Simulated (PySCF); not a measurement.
ethylene (C₂H₄), singlet, geometry from GFN2-xTB. Base run: PBE0/6-31+G*, polarisability in PySCF.

PySCF was given this input:
```python
from pyscf import gto, scf, dft
from pyscf.prop import polarizability

mol = gto.M(
    atom='''
C    -0.01328681   -0.00656652    0.65800535
C     0.01328681    0.00656652   -0.65800535
H    -0.02089650    0.90169144    1.23822259
H    -0.02873771   -0.92622134    1.21982272
H     0.02873771    0.92622134   -1.21982272
H     0.02089650   -0.90169144   -1.23822259
''',
    basis='6-31+g*',
    verbose=4,
)

mf = dft.RKS(mol)
mf.xc = 'pbe0'
mf.kernel()
alpha = mf.Polarizability().polarizability()[2, 2]
print('alpha_zz =', alpha)
```

The base run was repeated with changes; each row names its change, and settings that it needs were set with it.

```json
[
 {"change": "base", "alpha_zz (bohr³)": "33.45", "basis functions": "44"},
 {"change": "functional = lda,vwn", "alpha_zz (bohr³)": "34.05", "basis functions": "44"},
 {"change": "basis = def2-SVP", "alpha_zz (bohr³)": "31.40", "basis functions": "48"},
 {"change": "functional = pbe", "alpha_zz (bohr³)": "33.83", "basis functions": "44"},
 {"change": "basis = def2-TZVP", "alpha_zz (bohr³)": "34.04", "basis functions": "86"},
 {"change": "basis = STO-3G", "alpha_zz (bohr³)": "17.12", "basis functions": "14"},
 {"change": "finite field (a.u.) = 2e-4; conv_tol = 1e-6", "alpha_zz (bohr³)": "33.42", "basis functions": "44"},
 {"change": "basis = cc-pVTZ", "alpha_zz (bohr³)": "33.63", "basis functions": "116"},
 {"change": "basis = 6-31G", "alpha_zz (bohr³)": "30.25", "basis functions": "26"},
 {"change": "finite field (a.u.) = 0.005; conv_tol = 1e-11", "alpha_zz (bohr³)": "33.46", "basis functions": "44"},
 {"change": "finite field (a.u.) = 0.001; conv_tol = 1e-6", "alpha_zz (bohr³)": "33.45", "basis functions": "44"},
 {"change": "functional = hf", "alpha_zz (bohr³)": "34.76", "basis functions": "44"}
]
```

Finite-field rows take the second difference of the energy in a field along z; a small field with loose convergence shows SCF noise divided by the square of the field, and a large one adds hyperpolarisability.
